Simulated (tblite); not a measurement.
Species: CH₇NO₂Si₂.
Cartesian coordinates in Å at the GFN2-xTB level; atoms count from 1:
```xyz
13
CH7NO2Si2 angstrom
N      2.230   -0.392   -0.694
Si     0.878   -0.672    0.327
O     -0.413   -1.086   -0.565
C     -1.552   -0.242   -0.501
Si    -1.079    1.278    0.579
O      0.414    0.778    0.962
H      2.484   -1.129   -1.330
H      3.055   -0.005   -0.266
H      1.023   -1.568    1.467
H     -2.376   -0.828   -0.082
H     -1.827    0.016   -1.527
H     -1.859    1.345    1.808
H     -0.982    2.507   -0.198
```

Computed values, GFN2-xTB/tblite, gas phase, harmonic and unscaled. Errors from tens to a few hundred cm⁻¹ against measured bands are possible. Modes of hydrogen on silicon can be 10 to 20 % off. One conformer, not necessarily the lowest.

Harmonic wavenumbers (cm⁻¹): 85.5, 109.6, 120.2, 231.1, 286.4, 385.2, 472.7, 478.4, 562.8, 576.5, 628.1, 631.0, 697.2, 738.6, 747.5, 762.1, 767.0, 793.0, 859.6, 929.3, 947.4, 1083.5, 1173.3, 1258.0, 1473.2, 1505.6, 2297.4, 2310.4, 2313.8, 2909.8, 2937.0, 3490.5, 3526.5.

A = 4352, B = 2035, C = 1602 MHz; mass 121.002 u (most abundant isotopes); point group C1, symmetry number 1.

Task: What is the zero-point energy?

Result: ½Σν̃ = 19044 cm⁻¹ = 54.45 kcal/mol.

Task: What is S at 273.15 K and 1 bar for an ideal gas of classical rigid rotors and harmonic oscillators?

Result: Translation 39.88, rotation 27.26, vibration 17.83: S = 85.0 cal/(mol K).

Task: And Cp and H(273.15 K) − H(0)?

Result: Cp = 30.15 cal/(mol K), of which vibrations give 22.21 (their classical limit is 33 R = 65.6); H(273.15 K) − H(0) = 4.96 kcal/mol without the zero-point energy, 2.79 from vibrations.

Task: Blend soft modes into free rotors: weight 1/[1 + (100 cm⁻¹/ν̃)⁴] for the oscillator and the rest for a rotor with moment μB/(μ + B), μ = h/(8π²ν), B = 10⁻⁴⁴ kg m². What vibrational entropy results?

Result: 17.13 cal/(mol K) in place of 17.83, which changes −T·S at 273.15 K by +0.19 kcal/mol.

Task: What must be added to the electronic energy to get the Gibbs energy at 273.15 K and 1 bar?

Result: ZPE + [H(273.15 K) − H(0)] − T·S = 54.45 + 4.96 − 23.21 = 36.20 kcal/mol.

Task: Which modes carry the vibrational entropy at 273.15 K?

Result: 85.5 cm⁻¹: 3.59; 109.6 cm⁻¹: 3.11; 120.2 cm⁻¹: 2.93; 231.1 cm⁻¹: 1.71; 286.4 cm⁻¹: 1.35; 385.2 cm⁻¹: 0.89 cal/(mol K); the other 27 give 4.25 together.

Hindered rotation and anharmonicity are outside this model. Other conformers, if any are populated, would add a mixing term that is left out. The structure is chiral; the term R ln 2 for an equal mix with its mirror image is left out.
